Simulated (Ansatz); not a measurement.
`C[SiH2]B(N)F` + H₂ → `NB(F)[SiH3]` + CH₄ at 500 K and 1 bar (hydrogenolysis of the Si–C bond).

Isolated molecules relaxed with PBE0-D4/def2-TZVP in Ansatz; ΔE leaves out vibrations. CCSD(T)/CBS adds triple-zeta CCSD(T) − MP2 to the extrapolated MP2 energy (def2 sets, frozen cores). This one scheme is used for every species. One conformer a species, not always the lowest.

| species | CCSD(T)/CBS energy (Eh) | H − E (kJ/mol) | S (J/(mol·K)) |
| --- | --- | --- | --- |
| `C[SiH2]B(N)F` | -510.74426 | 282.3 | 430.1 |
| H₂ | -1.17544 | 41.0 | 145.5 |
| `NB(F)[SiH3]` | -471.46894 | 195.0 | 375.5 |
| CH₄ | -40.46206 | 135.6 | 206.8 |

H − E and S are ideal-gas, rigid-rotor, harmonic terms from PBE0-D4/def2-TZVP, for one conformer and one mirror image of each species. For small species the MP2-based limit differs from directly extrapolated CCSD(T) by up to some mEh (0.8 for H₂); such offsets cancel only in part. 1 Eh = 2625.50 kJ/mol, R = 8.31446 J/(mol·K).

Q: By hand: ΔE, ΔH, ΔS and ΔG.

A: ΔE = (-471.46894) + (-40.46206) − (-510.74426) − (-1.17544) = -0.01130 Eh = -29.7 kJ/mol. Δ(H − E) = 195.0 + 135.6 − 282.3 − 41.0 = 7.3, so ΔH = -22.4 kJ/mol. ΔS = 375.5 + 206.8 − 430.1 − 145.5 = 6.7 J/(mol·K). ΔG = -22.4 − 500 × (6.7)/1000 = -25.8 kJ/mol.

Q: By hand: the equilibrium constant, and the temperature at which ΔG would vanish if ΔH and ΔS stayed fixed.

A: log₁₀ K = −ΔG/(RT ln 10) = 2.7. ΔH and −TΔS have one sign here, so there is no such temperature.

The number of gas molecules stays the same, so ΔS is small and ΔH decides. A doubt of 5 kJ/mol in ΔE shifts log₁₀ K by 0.5 here. Other conformers and mirror images would add mixing entropy, several J/(mol·K) or more a flexible species. Modes under 60 cm⁻¹, often nearly free rotors, make the harmonic entropy too high. These are equilibria of isolated gas molecules and say nothing of rates. Largest T1 diagnostic: 0.013 (customary marks: 0.02 for closed shells, 0.045 for open ones).

ΔS is within the doubt of such terms, so its sign, and with it that verdict, could turn.
